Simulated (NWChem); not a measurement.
A series in which one site is exchanged, each optimised at PBE0/def2-SVP with NWChem, gas phase unless a solvent is named. All stand in one matching conformer (torsions within 35°), which need not be the lowest. For some, no frequency run checked for a minimum. def2 effective core potentials on In; no spin-orbit coupling.

A: [In]([CH3])([NH2])[NH2] (CH7InN2; site = In)
B: [CH3][Ga]([NH2])[NH2] (CH7GaN2; site = Ga)
C: [NH2][Al]([NH2])[CH3] (CH7AlN2; site = Al)

```
quantity                                               A    B     C
--------------------------------------------------  ----  ---  ----
dipole (D), PBE0/def2-SVP                           1.59  ___  0.76
orbital gap (eV), PBE0/def2-SVP                     6.02  ___  7.16
lowest singlet excitation, PBE/def2-SVPD, TDA (eV)  4.01  ___  4.66
```

Fill in the missing entries.


- dipole (D), PBE0/def2-SVP, B: 0.40
- orbital gap (eV), PBE0/def2-SVP, B: 7.10
- lowest singlet excitation, PBE/def2-SVPD, TDA (eV), B: 4.50
